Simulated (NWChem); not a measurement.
Molecule: CrO2ClF; SMILES [O]=[Cr](=[O])([F])[Cl]

Program: NWChem. Pople sets run with spherical d functions. Medium grid unless said otherwise, to which SCAN and Minnesota functionals are sensitive. Coordinates come from a PBE0/def2-SVP optimisation. Total energies of different functionals are on different scales.

| level | energy (Ha) | highest occupied level (eV) | orbital gap (eV) | dipole (D) |
|---|---|---|---|---|
| PBE/6-31G* | -1754.3492 | -8.28 | 2.81 | 0.28 |
| LDA (Slater exchange, VWN5)/6-31G* | -1749.6200 | -8.46 | 2.76 | 0.31 |
| BHandHLYP/6-31G* | -1754.6666 | (withheld) | (withheld) | 0.06 |
| KT2/6-31G* | -1767.3016 | -8.43 | 2.77 | 0.24 |
| LC-wPBE (HJS exchange hole, range parameter 0.4 per bohr)/6-31G* | -1754.3664 | -12.59 | 9.88 | 0.46 |
| OLYP/6-31G* | -1755.1442 | -8.17 | 2.80 | 0.23 |
| BP86/6-31G* | -1755.2022 | -8.40 | 2.80 | 0.28 |
| M05-2X/6-31G* | -1754.7164 | -11.39 | 7.57 | 0.04 |

Q: Complete the blanks.

A: 
- BHandHLYP/6-31G*, highest occupied level (eV): -11.26
- BHandHLYP/6-31G*, orbital gap (eV): 7.20
